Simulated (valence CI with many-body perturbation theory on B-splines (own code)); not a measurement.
The numbers below are computed, except where a source is named.
Sensitivity of CI+MBPT for Sc8+

Level of theory: relativistic CI+MBPT: three valence electrons over a frozen Dirac-Fock core [Ne], radial functions for each j: 6 s, 6 p, 5 d, 3 f, 1 g, with the one-electron correlation potential Σ1, the two-electron term Σ2, the three-electron term Σ3, Breit, model QED; selected CI, second order for the rest, scaled by the run's own slope (own B-spline code, finite nucleus).

No measured levels were compared; by estimate levels of excited configurations hold to 0.05 to 0.15 % of their energy, terms of the ground configuration to about 0.5 %.

The reference run has the lowest level 3s2 3p 2P°_1/2 and an ionisation energy of 180.731 eV. Its largest variational space holds 2847 state functions.

Names give the largest LS component (configuration and term), which can be under half, so a name can repeat, a term be missing and a line seem to break the LS rules; names also repeat where a configuration has a term twice.

Changed runs:
A. lowest core n in screening and Σ2 1 → 1
B. scale of Σ1 1 → 0; scale of Σ2 1 → 0; three-electron term on → off
C. logarithmic knot step 0.27 → 0.33
D. correlating orbitals by l 3 3 3 2 1 → 0 0 0 0 0 (bad on purpose)

Excitation energies of the reference run in cm⁻¹, and shifts in cm⁻¹:

```
                 Level  Reference  A       B         C       D
        3s2 3p 2P°_3/2       5768  0     -74      +0.2    -2.3
         3s 3p2 4P_1/2     144806  0    -895      +2.2   -1048
         3s 3p2 4P_3/2     146955  0    -926      +2.3   -1054
         3s 3p2 4P_5/2     150090  0    -958      +2.4   -1048
         3s 3p2 2D_3/2     191647  0    -231      +2.3    +415
         3s 3p2 2D_5/2     192026  0    -237      +2.4    +416
         3s 3p2 2S_1/2     240779  0   +1304      +2.9   +2411
         3s 3p2 2P_1/2     256210  0   +3129      +2.8   +1554
         3s 3p2 2P_3/2     259537  0   +3162      +2.9   +1511
         3s2 3d 2D_3/2     314166  0   +2809      +1.1   +3265
         3s2 3d 2D_5/2     314521  0   +2776      +1.1   +3258
           3p3 2D°_3/2     374256  0    -264      +4.4    -521
Ionisation energy (eV)    180.731  0  -0.345  -0.00036  -0.104
```

No effect on these energies: A.
